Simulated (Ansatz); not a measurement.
Ansatz (a program for electronic structure) input (B3LYP/6-31G*):

Ansatz 0.2 input:
```yaml
crystal:
  periodic: [false, false, false]
  atoms:
    - {symbol: Si, position_ang: [-2.60477882, -0.56712401, 0.18912297]}
    - {symbol: O, position_ang: [-1.01739769, -0.11196537, 0.38795087]}
    - {symbol: Si, position_ang: [0.55452257, 0.25583035, 0.51716151]}
    - {symbol: Cl, position_ang: [1.00323423, 1.83602257, -0.77169520]}
    - {symbol: Cl, position_ang: [1.70493890, -1.40385288, -0.01619627]}
    - {symbol: H, position_ang: [-3.47539687, 0.59151514, 0.50210532]}
    - {symbol: H, position_ang: [-2.81651660, -0.99802370, -1.21407359]}
    - {symbol: H, position_ang: [-2.90426078, -1.68654210, 1.11453363]}
basis:
  gaussian:
    orbitals: 6-31G*
hamiltonian:
  xc: {name: B3LYP}
magnetization: {spin_polarized: true, initial_magnetization: 1}
phonons: {temperatures: {t_min: 298.15, t_max: 298.15, t_step: 100}}
```

Output:

```
Functional definition: B3LYP
integrals: 0.04 GiB planned
963 factors; integrals over basis functions are off by at most 6.3e-4 eV
mean field: 0.80 GiB planned
mean field evaluation 1: about -42894.7441 eV, gradient 3.8e1 eV
mean field evaluation 2: about -42875.9690 eV, gradient 7.8e1 eV
mean field evaluation 4: about -42899.6770 eV, gradient 3.7e0 eV
mean field evaluation 8: about -42899.7721 eV, gradient 3.9e-2 eV
mean field evaluation 16: about -42899.7721 eV, gradient 3.2e-5 eV
mean field -42899.77213926 eV, -1576.5375476080 hartree, gradient 3.2e-5 eV, S^2 0.751705; 0 other end points of the search recorded, 0 dependent functions left out
the calculation of the forces begins
reference -42899.77241664 eV, -1576.5375578014 hartree; 37, 36 occupied and 60, 61 virtual orbitals, 963 factors
these checks for a lower state are left out or cut short: stability, starts, cluster_reference, orbital_swaps, neighbouring_geometries, increment
integrals: 0.04 GiB planned
963 factors; integrals over basis functions are off by at most 6.3e-4 eV
mean field: 0.80 GiB planned
mean field -42899.77202592 eV, -1576.5375434426 hartree, gradient 1.5e-6 eV, S^2 0.751704; 0 other end points of the search recorded, 0 dependent functions left out
the calculation of the forces begins
reference -42899.77230322 eV, -1576.5375536333 hartree; 37, 36 occupied and 60, 61 virtual orbitals, 963 factors
these checks for a lower state are left out or cut short: stability, starts, cluster_reference, orbital_swaps, neighbouring_geometries, increment
integrals: 0.04 GiB planned
963 factors; integrals over basis functions are off by at most 6.3e-4 eV
mean field: 0.80 GiB planned
mean field -42899.77201430 eV, -1576.5375430156 hartree, gradient 2.5e-6 eV, S^2 0.751706; 0 other end points of the search recorded, 0 dependent functions left out
the calculation of the forces begins
reference -42899.77229175 eV, -1576.5375532118 hartree; 37, 36 occupied and 60, 61 virtual orbitals, 963 factors
these checks for a lower state are left out or cut short: stability, starts, cluster_reference, orbital_swaps, neighbouring_geometries, increment
integrals: 0.04 GiB planned
963 factors; integrals over basis functions are off by at most 6.3e-4 eV
mean field: 0.80 GiB planned
mean field evaluation 32: about -42899.7720 eV, gradient 4.0e-5 eV
mean field -42899.77203715 eV, -1576.5375438553 hartree, gradient 2.8e-6 eV, S^2 0.751705; 0 other end points of the search recorded, 0 dependent functions left out
the calculation of the forces begins
reference -42899.77231450 eV, -1576.5375540478 hartree; 37, 36 occupied and 60, 61 virtual orbitals, 963 factors
these checks for a lower state are left out or cut short: stability, starts, cluster_reference, orbital_swaps, neighbouring_geometries, increment
integrals: 0.04 GiB planned
963 factors; integrals over basis functions are off by at most 6.3e-4 eV
mean field: 0.80 GiB planned
mean field -42899.77203581 eV, -1576.5375438063 hartree, gradient 2.6e-6 eV, S^2 0.751705; 0 other end points of the search recorded, 0 dependent functions left out
the calculation of the forces begins
reference -42899.77231322 eV, -1576.5375540007 hartree; 37, 36 occupied and 60, 61 virtual orbitals, 963 factors
these checks for a lower state are left out or cut short: stability, starts, cluster_reference, orbital_swaps, neighbouring_geometries, increment
integrals: 0.04 GiB planned
963 factors; integrals over basis functions are off by at most 6.3e-4 eV
mean field: 0.80 GiB planned
mean field -42899.77203697 eV, -1576.5375438487 hartree, gradient 1.6e-6 eV, S^2 0.751705; 0 other end points of the search recorded, 0 dependent functions left out
the calculation of the forces begins
reference -42899.77231434 eV, -1576.5375540420 hartree; 37, 36 occupied and 60, 61 virtual orbitals, 963 factors
these checks for a lower state are left out or cut short: stability, starts, cluster_reference, orbital_swaps, neighbouring_geometries, increment
integrals: 0.04 GiB planned
963 factors; integrals over basis functions are off by at most 6.2e-4 eV
mean field: 0.80 GiB planned
mean field -42899.77203789 eV, -1576.5375438824 hartree, gradient 1.3e-6 eV, S^2 0.751705; 0 other end points of the search recorded, 0 dependent functions left out
the calculation of the forces begins
reference -42899.77231526 eV, -1576.5375540759 hartree; 37, 36 occupied and 60, 61 virtual orbitals, 963 factors
these checks for a lower state are left out or cut short: stability, starts, cluster_reference, orbital_swaps, neighbouring_geometries, increment
integrals: 0.04 GiB planned
963 factors; integrals over basis functions are off by at most 6.3e-4 eV
mean field: 0.80 GiB planned
mean field -42899.77195598 eV, -1576.5375408725 hartree, gradient 1.3e-6 eV, S^2 0.751703; 0 other end points of the search recorded, 0 dependent functions left out
[...]
the calculation of the forces begins
reference -42899.77240718 eV, -1576.5375574536 hartree; 37, 36 occupied and 60, 61 virtual orbitals, 963 factors
these checks for a lower state are left out or cut short: stability, starts, cluster_reference, orbital_swaps, neighbouring_geometries, increment
integrals: 0.04 GiB planned
963 factors; integrals over basis functions are off by at most 6.3e-4 eV
mean field: 0.80 GiB planned
mean field -42899.77213068 eV, -1576.5375472926 hartree, gradient 2.4e-6 eV, S^2 0.751705; 0 other end points of the search recorded, 0 dependent functions left out
the calculation of the forces begins
reference -42899.77240805 eV, -1576.5375574858 hartree; 37, 36 occupied and 60, 61 virtual orbitals, 963 factors
these checks for a lower state are left out or cut short: stability, starts, cluster_reference, orbital_swaps, neighbouring_geometries, increment
integrals: 0.04 GiB planned
963 factors; integrals over basis functions are off by at most 6.3e-4 eV
mean field: 0.80 GiB planned
mean field -42899.77213140 eV, -1576.5375473190 hartree, gradient 9.0e-7 eV, S^2 0.751705; 0 other end points of the search recorded, 0 dependent functions left out
the calculation of the forces begins
reference -42899.77240878 eV, -1576.5375575127 hartree; 37, 36 occupied and 60, 61 virtual orbitals, 963 factors
these checks for a lower state are left out or cut short: stability, starts, cluster_reference, orbital_swaps, neighbouring_geometries, increment
integrals: 0.04 GiB planned
963 factors; integrals over basis functions are off by at most 6.3e-4 eV
mean field: 0.80 GiB planned
mean field -42899.77212824 eV, -1576.5375472028 hartree, gradient 9.9e-7 eV, S^2 0.751705; 0 other end points of the search recorded, 0 dependent functions left out
the calculation of the forces begins
reference -42899.77240561 eV, -1576.5375573962 hartree; 37, 36 occupied and 60, 61 virtual orbitals, 963 factors
these checks for a lower state are left out or cut short: stability, starts, cluster_reference, orbital_swaps, neighbouring_geometries, increment
integrals: 0.04 GiB planned
963 factors; integrals over basis functions are off by at most 6.3e-4 eV
mean field: 0.80 GiB planned
mean field evaluation 256: about -42899.7721 eV, gradient 1.0e-6 eV
mean field -42899.77212861 eV, -1576.5375472163 hartree, gradient 1.0e-6 eV, S^2 0.751705; 0 other end points of the search recorded, 0 dependent functions left out
the calculation of the forces begins
reference -42899.77240598 eV, -1576.5375574097 hartree; 37, 36 occupied and 60, 61 virtual orbitals, 963 factors
these checks for a lower state are left out or cut short: stability, starts, cluster_reference, orbital_swaps, neighbouring_geometries, increment
integrals: 0.04 GiB planned
963 factors; integrals over basis functions are off by at most 6.2e-4 eV
mean field: 0.80 GiB planned
mean field -42899.77208596 eV, -1576.5375456492 hartree, gradient 2.1e-6 eV, S^2 0.751705; 0 other end points of the search recorded, 0 dependent functions left out
the calculation of the forces begins
reference -42899.77236332 eV, -1576.5375558419 hartree; 37, 36 occupied and 60, 61 virtual orbitals, 963 factors
these checks for a lower state are left out or cut short: stability, starts, cluster_reference, orbital_swaps, neighbouring_geometries, increment
integrals: 0.04 GiB planned
963 factors; integrals over basis functions are off by at most 6.3e-4 eV
mean field: 0.80 GiB planned
mean field -42899.77208700 eV, -1576.5375456874 hartree, gradient 3.0e-6 eV, S^2 0.751705; 0 other end points of the search recorded, 0 dependent functions left out
the calculation of the forces begins
reference -42899.77236440 eV, -1576.5375558816 hartree; 37, 36 occupied and 60, 61 virtual orbitals, 963 factors
these checks for a lower state are left out or cut short: stability, starts, cluster_reference, orbital_swaps, neighbouring_geometries, increment
integrals: 0.04 GiB planned
963 factors; integrals over basis functions are off by at most 6.3e-4 eV
mean field: 0.80 GiB planned
mean field -42899.77212987 eV, -1576.5375472630 hartree, gradient 2.3e-6 eV, S^2 0.751705; 0 other end points of the search recorded, 0 dependent functions left out
the calculation of the forces begins
reference -42899.77240726 eV, -1576.5375574566 hartree; 37, 36 occupied and 60, 61 virtual orbitals, 963 factors
these checks for a lower state are left out or cut short: stability, starts, cluster_reference, orbital_swaps, neighbouring_geometries, increment
integrals: 0.04 GiB planned
963 factors; integrals over basis functions are off by at most 6.3e-4 eV
mean field: 0.80 GiB planned
mean field -42899.77212991 eV, -1576.5375472643 hartree, gradient 2.8e-6 eV, S^2 0.751705; 0 other end points of the search recorded, 0 dependent functions left out
the calculation of the forces begins
reference -42899.77240728 eV, -1576.5375574575 hartree; 37, 36 occupied and 60, 61 virtual orbitals, 963 factors
these checks for a lower state are left out or cut short: stability, starts, cluster_reference, orbital_swaps, neighbouring_geometries, increment
integrals: 0.04 GiB planned
963 factors; integrals over basis functions are off by at most 6.3e-4 eV
mean field: 0.80 GiB planned
mean field -42899.77210338 eV, -1576.5375462895 hartree, gradient 1.5e-6 eV, S^2 0.751705; 0 other end points of the search recorded, 0 dependent functions left out
the calculation of the forces begins
reference -42899.77238074 eV, -1576.5375564822 hartree; 37, 36 occupied and 60, 61 virtual orbitals, 963 factors
these checks for a lower state are left out or cut short: stability, starts, cluster_reference, orbital_swaps, neighbouring_geometries, increment
integrals: 0.04 GiB planned
963 factors; integrals over basis functions are off by at most 6.3e-4 eV
mean field: 0.80 GiB planned
mean field evaluation 288: about -42899.7522 eV, gradient 6.6e-2 eV
mean field -42899.77210332 eV, -1576.5375462870 hartree, gradient 2.2e-6 eV, S^2 0.751705; 0 other end points of the search recorded, 0 dependent functions left out
the calculation of the forces begins
reference -42899.77238071 eV, -1576.5375564811 hartree; 37, 36 occupied and 60, 61 virtual orbitals, 963 factors
these checks for a lower state are left out or cut short: stability, starts, cluster_reference, orbital_swaps, neighbouring_geometries, increment
integrals: 0.04 GiB planned
963 factors; integrals over basis functions are off by at most 6.3e-4 eV
mean field: 0.80 GiB planned
mean field -42899.77211345 eV, -1576.5375466594 hartree, gradient 1.6e-6 eV, S^2 0.751705; 0 other end points of the search recorded, 0 dependent functions left out
the calculation of the forces begins
reference -42899.77239084 eV, -1576.5375568533 hartree; 37, 36 occupied and 60, 61 virtual orbitals, 963 factors
these checks for a lower state are left out or cut short: stability, starts, cluster_reference, orbital_swaps, neighbouring_geometries, increment
integrals: 0.04 GiB planned
963 factors; integrals over basis functions are off by at most 6.3e-4 eV
mean field: 0.80 GiB planned
mean field -42899.77211144 eV, -1576.5375465854 hartree, gradient 1.4e-6 eV, S^2 0.751705; 0 other end points of the search recorded, 0 dependent functions left out
the calculation of the forces begins
reference -42899.77238880 eV, -1576.5375567783 hartree; 37, 36 occupied and 60, 61 virtual orbitals, 963 factors
WARN: phonons: modes at or below zero, which the zero-point energy, F, S and C_V leave out: 1, the lowest at -18.12 cm⁻¹ …
Total energy: -42899.77241664 eV, -1576.5375578014 hartree
Atom 0 at    -2.604779    -0.567124     0.189123 Å, force     0.002482     0.000273    -0.000257 eV/Å
Atom 1 at    -1.017398    -0.111965     0.387951 Å, force    -0.001254    -0.000352    -0.000654 eV/Å
Atom 2 at     0.554523     0.255830     0.517162 Å, force    -0.001421    -0.000091     0.001455 eV/Å
Atom 3 at     1.003234     1.836023    -0.771695 Å, force     0.000186     0.000243    -0.000516 eV/Å
Atom 4 at     1.704939    -1.403853    -0.016196 Å, force     0.000338    -0.000341    -0.000517 eV/Å
Atom 5 at    -3.475397     0.591515     0.502105 Å, force    -0.000175     0.000307     0.000234 eV/Å
Atom 6 at    -2.816517    -0.998024    -1.214074 Å, force    -0.000146    -0.000079    -0.000138 eV/Å
Atom 7 at    -2.904261    -1.686542     1.114534 Å, force    -0.000011     0.000041     0.000393 eV/Å
Dipole moment:    -0.445487    -0.059716     0.198938 e Å
Vibrations: -18.12 3.54 38.63 156.68 220.71 264.58 454.97 552.01 598.42 722.00 727.72 961.67 963.96 990.38 1155.24 2271.09 2280.04 2281.12 cm⁻¹, zero-point energy 0.907736 eV
```

The blocks after the first are displaced geometries, from whose forces the wavenumbers follow.
